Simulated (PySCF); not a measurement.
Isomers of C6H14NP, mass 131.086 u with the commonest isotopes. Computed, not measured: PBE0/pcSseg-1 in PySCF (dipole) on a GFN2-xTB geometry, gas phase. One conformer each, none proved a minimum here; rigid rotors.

Task: Order these by out-of-plane moment Σ m c² = (Ia + Ib − Ic)/2, smallest first.
A. `[CH2:1]=[CH:2][CH2:3][P:4]([CH3:5])[N:6]([CH3:7])[CH3:8]` with C1–C2–C3–P4 112°, C2–C3–P4–C5 -64°, C3–P4–N6–C7 161°
B. `[CH3:1][CH2:2]/[CH:3]=[P:4]/[CH2:5][N:6]([CH3:7])[CH3:8]` with C1–C2–C3–P4 1°, C3–P4–C5–N6 44°, P4–C5–N6–C7 -165°
C. `[CH3:1][P:2]1(=[NH:3])[CH2:4][CH2:5][CH2:6][CH2:7][CH2:8]1` with C1–P2–C4–C5 166°, P2–C4–C5–C6 -64°, C4–C5–C6–C7 66°, C5–C6–C7–C8 -65°
D. `[CH2:1]=[CH:2][P:3]([CH3:4])[CH2:5][N:6]([CH3:7])[CH3:8]` with C1–C2–P3–C4 30°, C2–P3–C5–N6 -164°, P3–C5–N6–C7 -69°
E. `[CH3:1][N:2]=[P:3]1([CH3:4])[CH2:5][CH2:6][CH2:7][CH2:8]1` with N2–P3–C5–C6 148°, P3–C5–C6–C7 -40°, C5–C6–C7–C8 50°, C6–C7–C8–P3 -36°
F. `[CH2:1]=[CH:2][P:3]([NH2:4])[CH2:5][CH2:6][CH2:7][CH3:8]` with C1–C2–P3–N4 -157°, C2–P3–N4–H 76° and -166°, C2–P3–C5–C6 176°, P3–C5–C6–C7 178°, C5–C6–C7–C8 179°
G. `[CH3:1][C:2]([CH3:3])=[P:4][CH2:5][N:6]([CH3:7])[CH3:8]` with C2–P4–C5–N6 -176°, P4–C5–N6–C7 164°
H. `[CH2:1]=[C:2]([CH3:3])[P:4]([CH2:5][CH3:6])[NH:7][CH3:8]` with C1–C2–P4–C5 -128°, C2–P4–C5–C6 68°, C2–P4–N7–C8 -178°

Result: G (25.25 u·Å²), F (28.70 u·Å²), A (35.96 u·Å²), B (56.34 u·Å²), D (67.11 u·Å²), H (72.00 u·Å²), C (77.34 u·Å²), E (77.64 u·Å²).

Task: Order these by rotational constant C, smallest first.
A. `[CH2:1]=[CH:2][P:3]([NH2:4])[CH2:5][CH2:6][CH2:7][CH3:8]` with C1–C2–P3–N4 -157°, C2–P3–N4–H 76° and -166°, C2–P3–C5–C6 176°, P3–C5–C6–C7 178°, C5–C6–C7–C8 179°
B. `[CH3:1][C:2]([CH3:3])=[P:4][CH2:5][N:6]([CH3:7])[CH3:8]` with C2–P4–C5–N6 -176°, P4–C5–N6–C7 164°
C. `[CH2:1]=[C:2]([CH3:3])[P:4]([CH2:5][CH3:6])[NH:7][CH3:8]` with C1–C2–P4–C5 -128°, C2–P4–C5–C6 68°, C2–P4–N7–C8 -178°
D. `[CH2:1]=[CH:2][CH2:3][P:4]([CH3:5])[N:6]([CH3:7])[CH3:8]` with C1–C2–C3–P4 112°, C2–C3–P4–C5 -64°, C3–P4–N6–C7 161°
E. `[CH3:1][CH2:2]/[CH:3]=[P:4]/[CH2:5][N:6]([CH3:7])[CH3:8]` with C1–C2–C3–P4 1°, C3–P4–C5–N6 44°, P4–C5–N6–C7 -165°
F. `[CH3:1][P:2]1(=[NH:3])[CH2:4][CH2:5][CH2:6][CH2:7][CH2:8]1` with C1–P2–C4–C5 166°, P2–C4–C5–C6 -64°, C4–C5–C6–C7 66°, C5–C6–C7–C8 -65°
G. `[CH3:1][N:2]=[P:3]1([CH3:4])[CH2:5][CH2:6][CH2:7][CH2:8]1` with N2–P3–C5–C6 148°, P3–C5–C6–C7 -40°, C5–C6–C7–C8 50°, C6–C7–C8–P3 -36°

Result: A (617.0 MHz), B (717.0 MHz), E (770.5 MHz), D (856.8 MHz), C (1034 MHz), G (1186 MHz), F (1284 MHz).

Task: Order these by rotational constant B, smallest first.
A. `[CH3:1][N:2]=[P:3]1([CH3:4])[CH2:5][CH2:6][CH2:7][CH2:8]1` with N2–P3–C5–C6 148°, P3–C5–C6–C7 -40°, C5–C6–C7–C8 50°, C6–C7–C8–P3 -36°
B. `[CH2:1]=[CH:2][P:3]([CH3:4])[CH2:5][N:6]([CH3:7])[CH3:8]` with C1–C2–P3–C4 30°, C2–P3–C5–N6 -164°, P3–C5–N6–C7 -69°
C. `[CH2:1]=[CH:2][P:3]([NH2:4])[CH2:5][CH2:6][CH2:7][CH3:8]` with C1–C2–P3–N4 -157°, C2–P3–N4–H 76° and -166°, C2–P3–C5–C6 176°, P3–C5–C6–C7 178°, C5–C6–C7–C8 179°
D. `[CH3:1][C:2]([CH3:3])=[P:4][CH2:5][N:6]([CH3:7])[CH3:8]` with C2–P4–C5–N6 -176°, P4–C5–N6–C7 164°
E. `[CH2:1]=[CH:2][CH2:3][P:4]([CH3:5])[N:6]([CH3:7])[CH3:8]` with C1–C2–C3–P4 112°, C2–C3–P4–C5 -64°, C3–P4–N6–C7 161°
F. `[CH3:1][P:2]1(=[NH:3])[CH2:4][CH2:5][CH2:6][CH2:7][CH2:8]1` with C1–P2–C4–C5 166°, P2–C4–C5–C6 -64°, C4–C5–C6–C7 66°, C5–C6–C7–C8 -65°

Result: C (686.0 MHz), D (811.8 MHz), B (894.1 MHz), E (1002 MHz), A (1376 MHz), F (1427 MHz).

```tsv
SMILES	point group	Ia (u·Å²)	Ib (u·Å²)	Ic (u·Å²)	κ	μa (D)	μb (D)	μc (D)
CP1(=N)CCCCC1	C1	194.28	354.03	393.64	-0.78	0.15	1.55	2.63
CN=P1(C)CCCC1	C1	214.30	367.16	426.18	-0.67	3.30	0.16	0.04
CC(C)=PCN(C)C	C1	132.83	622.52	704.85	-0.94	0.38	1.79	0.87
C=CCP(C)N(C)C	C1	157.16	504.61	589.86	-0.88	0.49	0.00	0.63
C=CP(N)CCCC	C1	139.78	736.66	819.05	-0.95	0.38	0.50	0.15
C=C(C)P(CC)NC	C1	267.19	365.63	488.82	-0.19	0.27	0.45	0.64
CC/C=P/CN(C)C	C1	139.91	628.71	655.95	-0.98	0.95	1.08	0.37
C=CP(C)CN(C)C	C1	150.16	565.25	581.19	-0.98	0.73	0.99	0.61
```
